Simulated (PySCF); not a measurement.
Compound: C₃H₇Cl₂NSi₃.
SMILES with atom numbers: `[N:1]#[C:2][Si:3]1([CH:4]([Cl:5])[Cl:6])[SiH2:7][CH2:8][SiH2:9]1`

Probes without a nucleus sit at each ring's centroid and 1 Å off its mean plane on both sides; NICS is minus the shielding there, NICSzz its component along the normal. Level: GIAO PBE0/pcSseg-1 (PySCF, non-relativistic, gas phase) on the GFN2-xTB geometry, one conformer.

Ring bond lengths (Å), with Mayer bond orders in brackets: Si3–Si7 2.359 (0.83), Si7–C8 1.935 (0.89), C8–Si9 1.937 (0.89), Si9–Si3 2.356 (0.82).

**Question.** What do the NICS probes read (ppm)?

**Answer.** 
| ring | type | NICS(0) | NICS(1), two faces | NICS(1)zz, two faces | rms pucker (Å) | centre to ring atoms, mean (Å) |
| --- | --- | --- | --- | --- | --- | --- |
| Si3–Si7–C8–Si9 | 4-membered ring with 3 Si; formal bonds all single | 1.9 | -0.8 / -0.5 | 4.7 / 4.7 | 0.00 | 1.51 |

**Question.** What can be read from them?

**Answer.** 
- Si3–Si7–C8–Si9: mean NICS(1)zz 4.7 ppm, deshielded. Si3, Si7, C8, Si9 have four or more neighbours, so the value isn't read as a sign of a π ring current.

**Question.** What is the mean of the two in-plane components of NICS at the first NICS(1) probe listed for ring Si3–Si7–C8–Si9, 1 Å off the ring?

**Answer.** The isotropic value is a third of the trace: (3 × -0.8 − (4.7))/2 = -3.6 ppm.

The run took 59 s on Arm Neoverse V2, one thread, on a shared host, and the process peaked at 1.1 GiB of memory. This is the whole shielding run at PBE0/pcSseg-1, SCF included.

The values belong to the conformer `[N:1]#[C:2][Si:3]1([CH:4]([Cl:5])[Cl:6])[SiH2:7][CH2:8][SiH2:9]1`: C2–Si3–C4–Cl5 -70°.
